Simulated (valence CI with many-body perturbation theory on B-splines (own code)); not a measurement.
Energy levels of Lu XXI

Calculated by relativistic CI+MBPT: five valence electrons over a frozen Dirac-Fock core [Kr] 4d10, a basis of 7 s, 7 p, 7 d, 7 f, 4 g, 2 h functions for each j, with the one-electron correlation potential Σ1, the two-electron term Σ2, the three-electron term Σ3, Breit, model QED; selected CI, second order for the rest, scaled by the run's own slope (own B-spline code, finite nucleus).

No measured spectrum was set against this ion. As an estimate, terms of the open shell hold to a few per cent of their energy, and close levels can change places. Among the levels kept, up to 1000 cm⁻¹ of a level comes from second order outside the variational space, and about a tenth of that is noise between levels of different J, which matters for small intervals. Only levels of the ground parity were solved; by the run's estimate the other parity begins above the list, which can be wrong where configurations are misplaced.

Levels 1 to 45 of 194, with energies above the lowest level, 4f5 6H°_5/2. "Leading %" is the weight of the configuration and term that name the level; weights of strongly mixed levels are sums over their largest components and can fall short.

```tsv
No.	Configuration	Term	J	E (eV)	Leading %	Second component	g
1	4f5	6H°	5/2	0.0000	81	16 % 4f5 4G°	0.349
2	4f5	6H°	7/2	0.7605	89	10 % 4f5 4G°	0.843
3	4f5	6H°	9/2	1.513	92	5 % 4f5 4G°	1.068
4	4f5	6H°	11/2	2.220	91	5 % 4f5 4I°	1.188
5	4f5	6F°	3/2	2.273	81	10 % 4f5 4F°	1.012
6	4f5	6F°	1/2	2.277	89	10 % 4f5 4D°	-0.591
7	4f5	6F°	5/2	2.373	69	14 % 4f5 4F°	1.226
8	4f5	6H°	13/2	2.869	86	10 % 4f5 4I°	1.256
9	4f5	6F°	7/2	3.011	80	12 % 4f5 4F°	1.355
10	4f5	6H°	15/2	3.422	76	19 % 4f5 4I°	1.290
11	4f5	6F°	9/2	3.749	86	7 % 4f5 4F°	1.407
12	4f5	6F°	11/2	4.495	88	11 % 4f5 4G°	1.429
13	4f5	4G°	5/2	4.739	31	20 % 4f5 6F°	0.858
14	4f5	4M°	15/2	5.284	54	19 % 4f5 2L°	0.918
15	4f5	4F°	3/2	5.394	84	11 % 4f5 6F°	0.496
16	4f5	4I°	9/2	5.923	80	12 % 4f5 2H°	0.774
17	4f5	4L°	13/2	5.976	38	29 % 4f5 4K°	0.939
18	4f5	4K°	11/2	6.004	47	39 % 4f5 4I°	0.886
19	4f5	4G°	7/2	6.037	53	18 % 4f5 4F°	1.059
20	4f5	4P°	5/2	6.469	30	22 % 4f5 6P°	1.394
21	4f5	4M°	17/2	6.499	71	15 % 4f5 4L°	0.999
22	4f5	4K°	15/2	7.092	27	26 % 4f5 4M°	1.034
23	4f5	4G°	9/2	7.196	62	20 % 4f5 4H°	1.133
24	4f5	2P°	1/2	7.247	59	32 % 4f5 4D°	0.382
25	4f5	4F°	5/2	7.299	63	22 % 4f5 4G°	0.957
26	4f5	4M°	19/2	7.326	75	14 % 4f5 4L°	1.069
27	4f5	6P°	3/2	7.371	52	32 % 4f5 4P°	1.980
28	4f5	4L°	13/2	7.652	48	31 % 4f5 4I°	0.941
29	4f5	4L°	15/2	7.700	41	18 % 4f5 2K°	1.040
30	4f5	4M°	21/2	7.829	75	22 % 4f5 2N°	1.114
31	4f5	4I°	11/2	7.904	52	21 % 4f5 4K°	0.969
32	4f5	4H°	11/2	7.960	36	27 % 4f5 4G°	1.077
33	4f5	4H°	7/2	8.160	44	19 % 4f5 4D°	1.015
34	4f5	4K°	13/2	8.233	41	28 % 4f5 2K°	0.999
35	4f5	4D°	7/2	8.243	24	19 % 4f5 4H°	1.141
36	4f5	4L°	17/2	8.247	52	14 % 4f5 2M°	1.053
37	4f5	2G°	9/2	8.297	24	20 % 4f5 4G°	1.109
38	4f5	6P°	5/2	8.620	46	21 % 4f5 4D°	1.502
39	4f5	4F°	7/2	8.677	50	16 % 4f5 6P°	1.260
40	4f5	4D°	3/2	8.740	62	17 % 4f5 6P°	1.387
41	4f5	4H°	13/2	8.857	63	16 % 4f5 4I°	1.168
42	4f5	4K°	17/2	8.923	52	27 % 4f5 2L°	1.099
43	4f5	4H°	9/2	8.939	55	16 % 4f5 4G°	1.004
44	4f5	4G°	7/2	9.037	70	14 % 4f5 4H°	0.961
45	4f5	4G°	5/2	9.316	88	5 % 4f5 2F°	0.627
```

Names give the largest LS component (configuration and term), which can be under half, so a name can repeat, a term be missing and a line seem to break the LS rules; names also repeat where a configuration has a term twice.

Where two levels of one J and parity lie close, their mixing, g and order are uncertain.

The ionisation energy to 4f4 5I_4 of the next ion comes out as 534.03 eV (NIST: 560 ± 30 eV (theoretical)). All 194 levels together are meant to be complete up to 30.765 eV.
